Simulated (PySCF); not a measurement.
A structure optimised at TPSSh-D3(BJ)/def2-TZVP, used in a PySCF frequency run:

```
O
O 1 1.2301
O 1 1.5700 2 110.59
H 3 0.9745 1 97.63 2 180.00
```
Charge 0, spin multiplicity 2.

Write its SMILES, formula and point group.

[O]OO, HO3, Cs

What are its rotational constants (standard atomic weights)?

74.596, 10.887, 9.5006 GHz
